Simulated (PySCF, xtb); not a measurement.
O4Os, SMILES [O]=[Os](=[O])(=[O])=[O] (connectivity only; charge and spin as stated), charge -1, multiplicity 2.

Harmonic wavenumbers (cm⁻¹) from GFN2-xTB (xtb 6.7.1) at its own minimum, in rising order: 136, 199, 251, 251, 307, 673, 724, 746, 748.

### Question
What does PBE-D3(BJ)/def2-SVPD (PySCF) give at its own minimum? (An estimate is asked for; the answer gives what the named calculation found.)

### Answer
210, 225, 281, 281, 317, 819, 844, 844, 886. Paired by order, the mean absolute difference is 75 cm⁻¹ and the zero-point energies are 5.8 and 6.7 kcal/mol.
